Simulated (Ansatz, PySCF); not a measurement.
Spin states of H2O2Ti (SMILES [OH][Ti][OH]), each relaxed with B3LYP-D3(BJ)/def2-TZVP.
State 1 (charge 0, multiplicity 3):
```xyz
5

Ti     0.0954    -0.2833     0.0502
O      1.3413     0.1682    -1.2040
H      1.9025     0.5635    -1.8677
O     -1.3130    -0.2919     1.2100
H     -2.0800    -0.1268     1.7542
```
State 2 (charge 0, multiplicity 1):
```xyz
5

Ti     0.316    -0.954     0.163
O      1.160     0.067    -1.020
H      1.286     0.882    -1.506
O     -1.089    -0.324     1.045
H     -1.726     0.358     1.260
```

Singlets are restricted, other states unrestricted; no spin–orbit coupling, no relativity up to Kr; see below for the cores. The largest T1 diagnostic is 0.089.

Correlated levels freeze the inner cores; with def2 sets outer-core shells near the valence are correlated too.

Run with Ansatz (a quantum-chemistry and plane-wave program) with Gaussian orbitals; PySCF for the dispersion terms. 

PBE/def2-TZVPP gives 18.92 kcal/mol for the energy of the multiplicity-1 state less that of the multiplicity-3 state.

Task: How do the other levels lie against it? Give each less PBE: PBE-D3(BJ)/def2-TZVPP, r2SCAN/def2-TZVPP, PBE0/def2-TZVPP, wB97M-V/def2-TZVPP, B2PLYP/def2-TZVPP, CCSD(T)/def2-SVP.

Result: PBE-D3(BJ)/def2-TZVPP -0.09; r2SCAN/def2-TZVPP 8.73; PBE0/def2-TZVPP 8.73; wB97M-V/def2-TZVPP 2.11; B2PLYP/def2-TZVPP 4.68; CCSD(T)/def2-SVP -4.89 kcal/mol. 4 of 6 lie above PBE; the widest gap is to r2SCAN/def2-TZVPP.

Doubts at one or more of the structures used: a restricted determinant that unrestricted orbitals would lower (B2PLYP/def2-TZVPP, CCSD(T)/def2-SVP); T1 above 0.05 (CCSD(T)/def2-SVP).
